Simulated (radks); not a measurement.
Spherical quantum dot in the effective-mass picture: electrons in a hard-walled sphere of radius 13.1, with a point charge +2 (a donor) at the centre, all in effective atomic units (hartree* = m*/eps^2 hartree, bohr* = eps/m* bohr), one dielectric constant everywhere. Method: non-relativistic Kohn-Sham, LDA (Slater exchange, Perdew-Wang correlation), spin-polarised, spherical densities; computed with a radial shooting solver with Libxc functionals. Levels are named by radial order and angular momentum (1s, 1p, 1d, 2s, ...), and open shells are averaged over m.

N = 32, configuration 1s2 1p6 1d10 2s2 1f(up 7, down 5). This is the lowest configuration that the search found (a dilute case). Occupied and some empty levels:

level    occupation  eigenvalue (hartree*)  <r> (bohr*)
1s down           1                 2.3178       0.9599
1s up             1                 2.3178       0.9599
2s up             1                 2.6296        10.46
2s down           1                 2.6339        10.45
1p up             3                 2.6392        10.49
1p down           3                 2.6436        10.48
1d up             5                 2.6583        10.54
1d down           5                 2.6626        10.53
1f up             7                 2.6864        10.60
1f down           5                 2.6907        10.59
1g up             0                 2.7232        10.66
1g down           0                 2.7276        10.66
2p up             0                 2.8837        7.176
2p down           0                 2.8851        7.150
2d up             0                 2.9310        7.864
2d down           0                 2.9328        7.848

Energy (hartree*): total 38.1718, kinetic 8.1402, external -12.401, Hartree 48.169, exchange-correlation -5.7369.

Electron density:

r (bohr*)  n(r) (e/bohr*^3)
1.06                0.08026
2.04               0.004429
3.01              0.0003124
3.99             0.00004331
4.96             0.00006226
5.94              0.0001856
6.91              0.0005347
7.89               0.001394
8.86               0.003138
9.84               0.005671
10.8               0.007126
11.8               0.004516
12.8              0.0003968
